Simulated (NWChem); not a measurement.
Species: C$_{2}$H$_{6}$AlF; SMILES [CH3][Al]([CH3])[F]

Program: NWChem. The geometry was optimised at B3LYP/6-31G* (spherical d). Total energies compare along this basis series because the functional is fixed.

| level | basis functions | energy (Ha) | highest occupied level (eV) | orbital gap (eV) | dipole (D) |
|---|---|---|---|---|---|
| PBE0/3-21G | 52 | -419.5715 | -7.73 | 7.57 | 1.80 |
| PBE0/pcseg-1 | 90 | -421.8257 | -8.03 | 7.57 | 2.05 |
| PBE0/aug-pcseg-1 | 150 | -421.8370 | -8.00 | 7.42 | 1.96 |
| PBE0/pcseg-2 | 208 | -421.9648 | -7.96 | 7.53 | 1.98 |
| PBE0/def2-TZVPP | 219 | -421.9630 | -7.93 | 7.56 | 1.92 |
